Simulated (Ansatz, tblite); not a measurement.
Removing and adding an electron: Ga₇Sb₇. Total charge 0; singlet. Geometry: PBE-D4/def2-SVP. Ansatz, gas phase; energy differences of separate SCF runs; the oxidised species was run as a doublet alone; the reduced species was run as a doublet alone.

```xyz
14

Ga   -1.833    2.764    1.955
Ga    3.844    0.608   -1.815
Ga    0.457    1.267    0.893
Ga    1.035   -0.232   -1.818
Ga   -1.205   -1.338   -0.127
Ga   -3.422    0.107    1.231
Ga    2.278   -2.794   -1.819
Sb    0.435    2.715    3.028
Sb   -3.998    2.533    0.605
Sb    2.620   -0.387    0.683
Sb    2.866   -1.251   -3.759
Sb   -2.838   -2.326    1.612
Sb    1.038   -2.782    0.523
Sb   -1.277    1.115   -1.193
```

In the def2 sets Sb takes a core potential; there is no spin–orbit coupling. The xTB rows come from tblite. Single mean-field runs in def2-TZVP are fitted with def2-universal-jkfit. HOMO above LUMO, or a gap near zero within one spin, warns that the state may not be the lowest or that an electron is smeared out.

| level | −HOMO (eV) | vertical IE (eV) | −LUMO (eV) | vertical EA (eV) | HOMO–LUMO gap (eV) | IE − EA (eV) | remarks |
| --- | --- | --- | --- | --- | --- | --- | --- |
| GFN1-xTB | 8.38 | 9.92 | 7.27 | – | 1.11 | – | – |
| LDA (SPW92)/def2-TZVP | 4.94 | 6.43 | 4.00 | 2.49 | 0.94 | 3.94 | gap within one spin near zero (+1 doublet) |
| PBE-D4/def2-TZVP | 4.73 | 6.22 | 3.77 | 2.33 | 0.96 | 3.89 | gap within one spin near zero (+1 doublet) |
| PBE0-D4/def2-TZVP | 5.37 | 6.36 | 3.36 | 2.45 | 2.01 | 3.90 | – |

   Raw xTB energy differences between charge states are shifted by several eV; the methods need an empirical correction for them. Sets without diffuse functions give affinities that are too small.
